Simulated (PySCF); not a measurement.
**[Tl(OH)2]+ at several levels of theory**

Computed with PySCF 2.14.0 (density fitting, no spin-orbit coupling) at the geometry relaxed with PBE0:

```xyz
5
[Tl(OH)2]+ (singlet)
Tl    0.0000    0.0000    0.7118
O     1.9596    0.1476    0.9103
H     2.4253   -0.1595    0.1097
O    -1.9596   -0.1476    0.9103
H    -2.4253    0.1595    0.1097
```

```json
{"level": "PBE0", "basis": "Tl def2-SVP with ECP60, O def2-SVP, H def2-SVP", "state": "singlet", "HOMO (eV)": "-15.10", "gap (eV)": "5.83", "charge on Tl1 (e)": "1.14", "dipole about the centre of mass (D)": "2.94", "largest force component (eV/Å)": "0.01"}
{"level": "PBE", "basis": "the same", "state": "singlet", "HOMO (eV)": "-13.30", "gap (eV)": "3.05", "charge on Tl1 (e)": "1.02", "dipole about the centre of mass (D)": "2.75", "largest force component (eV/Å)": "0.63"}
{"level": "PBE0", "basis": "Tl def2-TZVP with ECP60, O def2-TZVP, H def2-TZVP", "state": "singlet", "HOMO (eV)": "-15.13", "gap (eV)": "5.97", "charge on Tl1 (e)": "1.16", "dipole about the centre of mass (D)": "2.82", "largest force component (eV/Å)": "0.77"}
```

Charges are Mulliken's, which hang on the basis. The relaxation used the grid (50, 194), these runs (75, 302) or, all-electron (x2c bases, spin-free X2C Hamiltonian), (99, 590).

**Question.** What does B3LYP with Tl def2-SVP with ECP60, O def2-SVP, H def2-SVP give here?

**Answer.** state singlet, HOMO (eV) -14.79, gap (eV) 5.22, charge on Tl1 (e) 1.10, dipole about the centre of mass (D) 2.88, largest force component (eV/Å) 0.28. Time: 1.5 s on 2 threads of Arm Neoverse V2 (shared host), from an already converged density.

In the first row's basis the gap widens with exact exchange: 3.1 eV for PBE (none); 5.2 to 5.8 eV for B3LYP, PBE0 (a fixed share).
